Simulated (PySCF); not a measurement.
Compound: C5H7F3S.
Atom-mapped SMILES: `[CH3:1][C@@H:2]1[S:3][C@@H:4]1[CH2:5][C:6]([F:7])([F:8])[F:9]` (hydrogens: H10, H11, H12 on C1; H13 on C2; H14 on C4; H15, H16 on C5)

Method used: TDDFT PBE0/def2-SVPD, vertical, gas phase, core orbitals frozen in the response (PySCF 2.14.0, density-fitted response routines). Geometry: GFN2-xTB, one conformer, isolated molecule. Torsions of this conformer, `[CH3:1][C@@H:2]1[S:3][C@@H:4]1[CH2:5][C:6]([F:7])([F:8])[F:9]`: S3–C4–C5–C6 -168°, C4–C5–C6–F7 61°.

Computed states:

```json
{"state": "S1", "E (eV)": "4.88", "f": "0.0001"}
{"state": "S2", "E (eV)": "6.34", "f": "0.022"}
{"state": "S3", "E (eV)": "6.35", "f": "0.040"}
{"state": "S4", "E (eV)": "6.75", "f": "0.026"}
{"state": "S5", "E (eV)": "7.22", "f": "0.0041"}
{"state": "S6", "E (eV)": "7.51", "f": "0.047"}
```

Broadening: Gaussians 0.25 eV wide at half height, area fixed by f = 4.319×10⁻⁹ ∫ε dν̃. The width is an assumption, not a result. The curve ends short of the highest state used, and states not computed would add to its high-energy end.

(1) Give the broadened spectrum and its maxima.

(2) On this curve, what absorbance would a 10⁻³ mol/L sample give at 254 nm over a 1 cm path?

(3) Coming from long wavelengths, where does ε first pass 100 L mol⁻¹ cm⁻¹?

Results:

(1) 
(E (eV), ε (L mol⁻¹ cm⁻¹)): (4.50, 0), (4.55, 0), (4.59, 0), (4.63, 1), (4.68, 2), (4.72, 3), (4.77, 6), (4.81, 8), (4.85, 9), (4.90, 10), (4.94, 8), (4.98, 6), (5.03, 3), (5.07, 2), (5.12, 1), (5.16, 0), (5.20, 0), (5.25, 0), (5.29, 0), (5.33, 0), (5.38, 0), (5.42, 0), (5.47, 0), (5.51, 0), (5.55, 0), (5.60, 0), (5.64, 0), (5.68, 0), (5.73, 0), (5.77, 0), (5.82, 0), (5.86, 0), (5.90, 1), (5.95, 6), (5.99, 23), (6.03, 75), (6.08, 274), (6.12, 662), (6.16, 1386), (6.21, 2862), (6.25, 4358), (6.30, 6041), (6.34, 6691), (6.38, 6435), (6.43, 5040), (6.47, 3583), (6.51, 2328), (6.56, 1467), (6.60, 1399), (6.65, 1863), (6.69, 2376), (6.73, 2733), (6.78, 2699), (6.82, 2283), (6.86, 1677), (6.91, 939)

Maxima: 254 nm (4.88 eV), ε about 9.7, made up of S1 (100%); 195 nm (6.35 eV), ε about 6700, made up of S2 (36%) and S3 (64%); 184 nm (6.75 eV), ε about 2800, made up of S4 (100%) (ε in L mol⁻¹ cm⁻¹; maxima over ε = 5, shares over 10%).

(2) 254 nm is 4.881 eV, where ε is about 9.7 L mol⁻¹ cm⁻¹, so A = ε c l ≈ 0.0097 (Beer–Lambert, with the gas-phase spectrum and the assumed width).

(3) At about 205 nm (6.04 eV), 1.16 eV above S1.

Hardware: one thread, Arm Neoverse V1 (aarch64) (shared host). Cost: 55 s wall, 0.95 GiB resident at most.
